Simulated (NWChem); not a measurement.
## Cl₂Se in NWChem

SMILES: Cl[Se]Cl
```xyz
3

Se     0.0000     0.0000     0.6872
Cl    -1.7155     0.0000    -0.6872
Cl     1.7155     0.0000    -0.6872
```
Charge 0, spin multiplicity 1.

All runs are NWChem calculations. The geometry was optimised at B3LYP/def2-SVP, a minimum by its harmonic frequencies.

Symmetry labels belong to the abelian group C2v used in the runs, with the axes of the coordinates shown.

The Hamiltonian is non-relativistic. The structure started from a generated list of species.

**Question.** List the lowest 6 singlet excitations that TDA-CAM-B3LYP/def2-SVPD gives, with oscillator strengths.

**Answer.** 
```tsv
state	symmetry	energy (eV)	wavelength (nm)	f
1	b2	2.59	479	0.000
2	a2	2.84	436	0.000
3	b1	5.10	243	0.006
4	a1	5.27	235	0.013
5	a2	5.28	235	0.000
6	a1	5.76	215	0.003
```
